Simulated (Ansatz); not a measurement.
GaH5NOSi, SMILES `[NH2][Ga][O][SiH3]` radical, relaxed with UKS PBE0-D4/def2-TZVP in Ansatz from a GFN2-xTB geometry. The force threshold is 0.005 eV/Å; the program also tests the step.

The species carries charge 0 and has multiplicity 2.

Start:

```xyz
9

N    -2.252   -1.495    0.231
Ga   -0.769   -0.707    1.284
O     0.479    0.166    0.314
Si    1.750    0.946   -0.328
H    -3.152   -1.382    0.693
H    -2.321   -1.001   -0.659
H     1.529    2.384   -0.138
H     2.974    0.510    0.351
H     1.762    0.580   -1.748
```

| step | energy (eV) | largest force (eV/Å) | largest move (Å) |
| --- | --- | --- | --- |
| 1 | -63862.9793 | 1.109 | 0.000 |
| 2 | -63863.1127 | 0.778 | 0.179 |
| 3 | -63863.1564 | 0.466 | 0.061 |
| 4 | -63863.1658 | 0.705 | 0.179 |
| 5 | -63863.1900 | 0.143 | 0.055 |
| 6 (rejected) | -63863.1865 | 0.493 | 0.110 |
| 7 | -63863.1995 | 0.155 | 0.053 |
| 8 | -63863.2079 | 0.093 | 0.099 |
| 9 | -63863.2094 | 0.282 | 0.146 |
| 10 | -63863.2120 | 0.148 | 0.096 |
| 11 (rejected) | -63863.1887 | 0.316 | 0.151 |
| 14 | -63863.2177 | 0.029 | 0.045 |
| 17 | -63863.2179 | 0.013 | 0.014 |
| 20 | -63863.2180 | 0.026 | 0.004 |
| 23 | -63863.2183 | 0.042 | 0.023 |
| 26 | -63863.2185 | 0.048 | 0.035 |
| 29 | -63863.2188 | 0.031 | 0.043 |
| 32 | -63863.2189 | 0.005 | 0.013 |
| 35 (rejected) | -63863.2173 | 0.143 | 0.009 |
| 38 | -63863.2190 | 0.025 | 0.025 |
| 41 | -63863.2191 | 0.004 | 0.018 |
| 44 | -63863.2191 | 0.007 | 0.013 |
| 46 | -63863.2191 | 0.003 | 0.009 |

End:

```xyz
9

N    -2.289   -1.338    0.267
Ga   -0.577   -0.980    0.833
O     0.266    0.238   -0.185
Si    1.723    0.949   -0.350
H    -2.923   -1.815    0.891
H    -2.766   -0.600   -0.234
H     1.568    2.429   -0.326
H     2.654    0.559    0.748
H     2.344    0.559   -1.645
```

It took 2.4 min on 4 threads of a server CPU on a shared host, with 0.65 GiB of host memory at the peak.
